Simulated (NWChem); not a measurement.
GeSiH5, doublet; SMILES [SiH3][GeH2]

Computed with NWChem. Spin-unrestricted. Coordinates come from a PBE0/def2-SVP, spin-unrestricted optimisation. No stability test was run on the SCF state.

Problem. Estimate the computed values for RPBE/def2-TZVP. Quantities: highest occupied level (eV); lowest empty minus highest occupied level, either spin (eV); dipole (D); <S²>.

Solution. 
```
Item                                                         Result
-----------------------------------------------------------  ------
highest occupied level (eV)                                   -5.07
lowest empty minus highest occupied level, either spin (eV)    1.44
dipole (D)                                                     0.13
<S²>                                                          0.753
```
